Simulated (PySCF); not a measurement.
An equivalent PySCF input for Cd (cadmium, neutral), [Kr] 4d10 5s2, closed-shell 1S, with a scalar-relativistic core potential:

```python
from pyscf import gto, scf, dft, mp, cc
import basis_set_exchange as bse
txt = bse.get_basis("cc-pVDZ-PP", elements=["Cd"], fmt="nwchem", header=False)
cut = txt.index("\nECP")
mol = gto.M(atom="Cd 0 0 0", charge=0, spin=0, symmetry="D2h",
            basis=gto.basis.parse(txt[:cut]),
            ecp={"Cd": gto.basis.parse_ecp(txt[cut:])})
mf = dft.UKS(mol, xc="PBE0")
mf.irrep_nelec = {'Ag': (4, 4), 'B1g': (1, 1), 'B2g': (1, 1), 'B3g': (1, 1), 'B1u': (1, 1), 'B2u': (1, 1), 'B3u': (1, 1)}
mf.kernel()
```

It reaches the same state as the run whose output follows, with an energy that differs only through the grid. The run itself started from symmetry-adapted Hartree-Fock orbitals and held the occupation by maximum overlap, on a logarithmic radial grid, so the iterations belong to that start.

```
SCF conv_tol = 1e-09
number electrons alpha = 10  beta = 10
XC functionals = PBE0
    C. Adamo and V. Barone.,  J. Chem. Phys. 110, 6158 (1999)
    M. Ernzerhof and G. E. Scuseria.,  J. Chem. Phys. 110, 5029 (1999)
cycle= 1 E= -167.726270915133  delta_E= -0.00712  |g|= 0.0596  |ddm|= 0.217
cycle= 2 E= -167.726047173831  delta_E= 0.000224  |g|= 0.0659  |ddm|= 0.161
cycle= 3 E= -167.727057639996  delta_E= -0.00101  |g|= 0.00216  |ddm|= 0.0763
cycle= 4 E= -167.727058681188  delta_E= -1.04e-06  |g|= 6.74e-06  |ddm|= 0.00353
cycle= 5 E= -167.727058681203  delta_E= -1.57e-11  |g|= 1.1e-06  |ddm|= 7.94e-06
converged SCF energy = -167.727058681203  <S^2> = 0  2S+1 = 1
```

Energies and moments cover only the electrons outside the core potential.
